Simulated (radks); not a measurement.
All-electron atom: H in 2s1 (not the ground configuration).

All-electron calculation, scalar-relativistic Kohn-Sham, PW91, spin-unpolarised, spherical densities, finite nucleus; Gaussian nuclear charge, rms radius 0.8783 fm; without spin polarisation the odd electron is poorly described. Program: a radial shooting solver on a logarithmic mesh with Libxc functionals.

Energy parts (eV):
part                  energy
total                 -3.443
kinetic                3.304
electron-nucleus      -6.710
Hartree                2.081
exchange-correlation  -2.118

Orbitals (lengths in bohr, moments of r in powers of bohr):
2s: occ. 1; eigenvalue (eV) -1.9893; <r^4> 2666

The highest occupied level is 2s at -1.989 eV. The electron density at the nucleus is 0.03996 e/bohr^3 (large components only).

Empty levels of this run are not shown, since the potential may be unsettled where no density lies.
